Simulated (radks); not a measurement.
Initial-state core-level shifts of the chlorine ion Cl+ when its valence configuration changes from [Ne] 3s2 3p4. Method: scalar-relativistic Kohn-Sham, r2SCAN, spin-polarised, spherical densities, finite nucleus; open shells are filled with parallel spins first; meta-GGA in the generalised Kohn-Sham scheme; Fermi nuclear charge, rms radius 3.3654 fm; computed with a radial shooting solver on a logarithmic mesh with Libxc functionals. Shifts are changes of the shell-averaged eigenvalues in eV (positive: less bound); the change of the density at the nucleus, which sets a Mossbauer isomer shift, is in e/bohr^3, on a base of 3602.

| valence | 1s | 2s | 2p | density at nucleus |
|---|---|---|---|---|
| 3p6 | -3.164 | -3.019 | -3.023 | -27.5268 |
| 3s1 3p5 | -1.552 | -1.486 | -1.487 | -13.3086 |
| 3s1.5 3p4.5 | -0.768 | -0.737 | -0.737 | -6.7107 |
